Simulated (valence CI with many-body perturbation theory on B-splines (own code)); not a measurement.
## Level structure of Au²⁸⁺

Computed by valence CI with perturbative core correlation (CI+MBPT): five valence electrons over a frozen Dirac-Fock core [Kr] 4d10, radial functions for each j: 7 s, 7 p, 7 d, 7 f, 4 g, 2 h, with the one-electron correlation potential Σ1, the two-electron term Σ2, the three-electron term Σ3, Breit, model QED; selected CI, second order for the rest, scaled by the run's own slope (own B-spline code, finite nucleus).

No measured spectrum was set against this ion. As an estimate, large intervals hold to a few tenths of a per cent, small ones and those within an open d or f shell to about a per cent. Among the levels kept, up to 980 cm⁻¹ of a level comes from second order outside the variational space, and about a tenth of that is noise between levels of different J, which matters for small intervals. Only levels of the ground parity were solved; by the run's estimate the other parity begins above the list, which can be wrong where configurations are misplaced.

Levels 181 to 193 of 193, with energies above the lowest level, 4f5 6H°_5/2. "Leading %" is the weight of the configuration and term that name the level; weights of strongly mixed levels are sums over their largest components and can fall short. In the jj column 3d3/2^4 stands for four electrons in 3d with j = 3/2.

| No. | Configuration | Term | J | E (eV) | Leading % | Second component | Leading jj | g |
| --- | --- | --- | --- | --- | --- | --- | --- | --- |
| 181 | 4f5 | 2G° | 9/2 | 37.451 | 39 | 32 % 4f5 4G° | 4f5/2 4f7/2^4 (50 %) | 1.072 |
| 182 | 4f5 | 2K° | 15/2 | 37.696 | 98 |  | 4f5/2^2 4f7/2^3 (71 %) | 1.064 |
| 183 | 4f5 | 2G° | 7/2 | 38.828 | 43 | 30 % 4f5 2F° | 4f7/2^5 (50 %) | 1.039 |
| 184 | 4f5 | 2D° | 3/2 | 38.830 | 74 | 15 % 4f5 2P° | 4f5/2^2 4f7/2^3 (41 %) | 0.892 |
| 185 | 4f5 | 2K° | 13/2 | 39.725 | 85 | 12 % 4f5 2I° | 4f5/2 4f7/2^4 (59 %) | 0.952 |
| 186 | 4f5 | 2D° | 5/2 | 41.025 | 64 | 25 % 4f5 2F° | 4f5/2 4f7/2^4 (33 %) | 1.118 |
| 187 | 4f5 | 2F° | 7/2 | 41.561 | 74 | 18 % 4f5 2G° | 4f5/2 4f7/2^4 (61 %) | 1.098 |
| 188 | 4f5 | 2F° | 5/2 | 41.754 | 90 | 7 % 4f5 4F° | 4f5/2 4f7/2^4 (42 %) | 0.876 |
| 189 | 4f5 | 2G° | 9/2 | 41.868 | 56 | 42 % 4f5 2H° | 4f5/2^2 4f7/2^3 (51 %) | 1.021 |
| 190 | 4f5 | 2G° | 7/2 | 42.952 | 75 | 20 % 4f5 2F° | 4f5/2^2 4f7/2^3 (47 %) | 0.945 |
| 191 | 4f5 | 2P° | 3/2 | 43.535 | 87 | 12 % 4f5 2D° | 4f5/2^2 4f7/2^3 (66 %) | 1.269 |
| 192 | 4f5 | 2P° | 1/2 | 43.933 | 98 |  | 4f5/2 4f7/2^4 (54 %) | 0.649 |
| 193 | 4f5 | 2H° | 9/2 | 44.734 | 52 | 45 % 4f5 2G° | 4f5/2^2 4f7/2^3 (50 %) | 1.001 |

Names give the largest LS component (configuration and term), which can be under half, so a name can repeat, a term be missing and a line seem to break the LS rules; names also repeat where a configuration has a term twice.

Where two levels of one J and parity lie close, their mixing, g and order are uncertain.
